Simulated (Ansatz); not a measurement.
Geometry optimisation, Ansatz, UKS B3LYP-D4/def2-SVP.

The input (input.yaml):

```yaml
crystal:
  periodic: [false, false, false]
  atoms:
    - { symbol: B, position_ang: [-0.33, -0.4029, -0.1942] }
    - { symbol: "N", position_ang: [1.2891, -0.5717, 0.5833] }
    - { symbol: O, position_ang: [-0.4645, -1.6615, -0.3811] }
    - { symbol: H, position_ang: [0.6848, -1.7034, 0.1822] }
    - { symbol: C, position_ang: [-1.0373, 0.9741, -0.4159] }
    - { symbol: H, position_ang: [1.3902, -0.3618, 1.5668] }
    - { symbol: H, position_ang: [2.1042, -0.2375, 0.0869] }
    - { symbol: H, position_ang: [-0.9548, 1.6127, 0.4599] }
    - { symbol: H, position_ang: [-0.5895, 1.5109, -1.2491] }
    - { symbol: H, position_ang: [-2.0922, 0.8412, -0.6388] }
magnetization:
  spin_polarized: true
basis:
  gaussian: { orbitals: def2-SVP }
hamiltonian:
  xc: b3lyp
  dispersion: d4
relax:
  f_tol: 0.15
  max_steps: 25
  restrain:
    - { distance: [3, 1], at: 2.32, k: 30.0 }
    - { distance: [0, 1], at: 1.55, k: 30.0 }
    - { distance: [3, 2], at: 0.97, k: 30.0 }
```

Run as:

```bash
$ ansatz run input.yaml --threads 2 --pin off --max-ram 3072MiB --backend cpu --events-out ev --progress --plain --runs-dir out
```

Problem. Where does it end, and by what steps?

Solution. The run converged. The restraints hold the end off the free minimum. After 12 steps the energy has fallen by 2.082 eV (the restraints' own energy left out); H7 moved furthest, 1.18 Å. Joined: O3–H4 (1.28 → 0.97 Å).

| step | energy less start (eV) | largest force component (eV/Å) | accepted |
| --- | --- | --- | --- |
| 0 | 0.0000 | 1.816 | yes |
| 1 | -0.1851 | 2.827 | yes |
| 2 | -0.7735 | 2.760 | yes |
| 3 | -1.2630 | 1.278 | yes |
| 4 | -1.3352 | 1.564 | yes |
| 5 | -1.4080 | 0.965 | yes |
| 6 | -1.4556 | 0.867 | yes |
| 7 | -1.5690 | 1.258 | yes |
| 8 | -1.7501 | 1.488 | yes |
| 9 | -1.9017 | 1.782 | yes |
| 10 | -2.0368 | 1.825 | yes |
| 11 | -2.0739 | 1.735 | yes |
| 12 | -2.0818 | 1.775 | yes |

```xyz
10
Properties=species:S:1:pos:R:3
B -0.008 -0.302 -0.131
N 1.190 -0.274 0.734
O -0.239 -1.458 -0.827
H 0.489 -2.055 -0.607
C -0.974 0.930 -0.294
H 1.433 0.530 1.300
H 1.814 -1.059 0.876
H -0.761 1.756 0.402
H -0.932 1.331 -1.321
H -2.014 0.600 -0.131
```

Time of the run: 42 s on 2 threads of Intel(R) Xeon(R) Platinum 8488C (Sapphire Rapids) (shared host), peak memory 0.23 GiB.
